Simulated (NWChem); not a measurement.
A series in which one site is exchanged, each optimised at PBE0/def2-SVP with NWChem, gas phase unless a solvent is named. Some are not confirmed as minima by frequencies. def2 effective core potentials on Te, I; no spin-orbit coupling.

A: [Te]([SiH3])Br (SiH₃TeBr; site = Br)
B: [SiH3][Te]Cl (SiH$_{3}$TeCl; site = Cl)
C: [SiH3][TeH] (SiH4Te; site = H)
D: [SiH3][Te]I (SiH3TeI; site = I)

```tsv
quantity	A	B	C	D
dipole (D), PBE0/def2-SVP	1.94	___	0.62	1.50
vertical ionisation energy, ΔSCF, CAM-B3LYP/def2-SVP (eV)	8.57	___	8.69	8.40
static polarisability, CAM-B3LYP/def2-SVPD (bohr³)	94.0	___	73.2	108.5
lowest singlet excitation, CAM-B3LYP/def2-SVPD, TDA (eV)	2.25	___	4.21	2.12
```

Q: Some entries are withheld; supply them.

A: 
- dipole (D), PBE0/def2-SVP, B: 2.21
- vertical ionisation energy, ΔSCF, CAM-B3LYP/def2-SVP (eV), B: 8.67
- static polarisability, CAM-B3LYP/def2-SVPD (bohr³), B: 85.6
- lowest singlet excitation, CAM-B3LYP/def2-SVPD, TDA (eV), B: 2.33
